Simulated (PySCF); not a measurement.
**How the method changes the constants of CsB⁻**

State: doublet, unpaired electrons π ↑. Set-up: Cs def2-SVPD with ECP46, B def2-SVPD; scalar-relativistic core potentials (PySCF 2.14). De refers to Cs⁻ + B in their high-spin ground configurations, without counterpoise correction. The functionals are run spin-unrestricted. A positive dipole points towards B; it is taken about the centre of mass and depends on that origin. Levels whose curve was spin-contaminated or gave no clean fit are not listed.

```json
{"Level": "ROHF-MP2", "Re (Å)": "3.710", "ωe (cm⁻¹)": "107", "De (eV)": "n/a", "μ (D)": "n/a"}
{"Level": "ROHF-SCS-MP2", "Re (Å)": "3.771", "ωe (cm⁻¹)": "96.5", "De (eV)": "0.193", "μ (D)": "n/a"}
{"Level": "ROHF-CCSD", "Re (Å)": "3.401", "ωe (cm⁻¹)": "188", "De (eV)": "0.58", "μ (D)": "n/a"}
{"Level": "ROHF-CCSD(T)", "Re (Å)": "3.417", "ωe (cm⁻¹)": "185", "De (eV)": "0.69", "μ (D)": "n/a"}
```

Correlated steps freeze 1 core orbital. Correlated levels converge slowly with the basis: in double zeta they bind strong bonds too weakly, by up to about 1 eV, and carry superposition errors of some tenths. These are scalar-relativistic numbers at best; spin–orbit coupling would shift them, the dissociation energy most. For an ion De counts to the pair picked by the measured ionisation energies or electron affinities, which need not be the lowest pair at this level. The CCSD T1 diagnostic is raised, a sign that a single reference may not be enough here. The state is the lowest determinant that a PBE0 search found; another state may lie lower at other levels.

The whole job (state search and all levels along the bond) took about 2.5 min on 1 thread of Oxide Virtual Turin-like (shared host), peak memory 0.6 GiB.
